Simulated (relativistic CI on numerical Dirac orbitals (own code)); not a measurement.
## Tc2+ (4d5) in a crystal field

Calculated by Dirac-Coulomb-Breit CI, KLI orbitals optimised for each configuration, model QED, valence Slater integrals scaled by 0.85, one configuration in a parametric crystal field (own radial code).

Field parameters in Wybourne normalisation: D4h B²₀ = −7Ds, B⁴₀ = 21(Dq − Dt), B⁴₄ = 21√(5/14) Dq. The field is a parameter set, without covalency.

S is read from ⟨S²⟩ = S(S + 1).

Levels (cm⁻¹, degeneracy): 0 (2), 2607 (2), 3396 (2), 8167 (2), 8516 (2), 8702 (2), 9480 (2), 10135 (2), 10210 (2), 10465 (2), 13683 (2), 13765 (2).

Q: Which field gives this pattern?
A. D4h, 10Dq = 18550, Ds = 140, Dt = -490 cm⁻¹
B. D4h, 10Dq = 18550, Ds = -1090, Dt = -490 cm⁻¹
C. D4h, 10Dq = 18550, Ds = -270, Dt = -490 cm⁻¹
D. D4h, 10Dq = 18550, Ds = -680, Dt = -490 cm⁻¹

A: A. D4h, 10Dq = 18550, Ds = 140, Dt = -490 cm⁻¹, ground level with S = 0.53.
